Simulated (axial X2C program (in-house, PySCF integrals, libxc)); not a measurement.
## Low determinants of MoC at the PBE0 level, with spin–orbit coupling

Computed with an in-house all-electron X2C program for linear molecules (integrals from PySCF). Two-component (2c) means X2C with spin–orbit coupling and atomic mean-field two-electron Coulomb and Gaunt terms. Basis: Mo dyall-cv3z [11s12p9d5f3g], C dyall-v3z [7s6p2d1f] (cores contracted in-house); Gaussian nuclei, density fitting, unrestricted open shells. Masses: Mo 97.905 u, C 12.000 u.

Search at 1.652 Å (vertical energies from the lowest determinant):

```
ΔE (eV)  state  electrons beyond evenly filled partner blocks  electrons in ±ω = 1/2, 3/2, 5/2, 7/2
   0.00  Ω = 1                              ω = -3/2, ω = 5/2                             32 13 3 0
   0.63  Ω = 1                              ω = -1/2, ω = 3/2                             33 13 2 0
   0.79  Ω = 3                               ω = 1/2, ω = 5/2                             33 12 3 0
   0.81  Ω = 2                 2 × ω = 1/2, ω = -3/2, ω = 5/2                             32 13 3 0
   0.90  Ω = 0                                           none                             32 14 2 0
   1.00  Ω = 2                               ω = 1/2, ω = 3/2                             33 13 2 0
   1.04  Ω = 4                               ω = 3/2, ω = 5/2                             32 13 3 0
```

Lowest determinant, Ω = 1 (⟨Sz⟩ = 1.00, ⟨Lz⟩ = 0.00 at PBE0): Re = 1.648 Å, ωe = 1062.0 cm⁻¹.

The determinant in row 2 of the search, Ω = 1 (⟨Sz⟩ = -1.00, ⟨Lz⟩ = 2.00 at PBE0), was followed along the bond at PBE0; measured from the minimum of the lowest determinant it gives:

Te = 0.634 eV (5112 cm⁻¹), Re = 1.648 Å, ωe = 1091.9 cm⁻¹.

(1) Compare the bond of the determinant in row 2 with that of the lowest one.

The search compares states at one distance, so a state with another bond length can lie lower; it is not exhaustive and yields mostly the lowest determinant of each block pattern, so other components and higher states of one pattern are missing. These are energies of single determinants, not of spin-adapted states; PBE0 term energies can be off by some tenths of an eV, and the functional has no current term. Open-shell Ω = 0 determinants with evenly filled partner blocks cannot be reached by this program, so the Ω shown need not be the lowest component.

## Answers

(1) At PBE0 its Re is the same within 0.001 Å and its force constant, which goes as ωe², is 1.06 times that of the lowest determinant. T0 ≈ Te + Δωe/2 = 5112 + (15) = 5127 cm⁻¹.
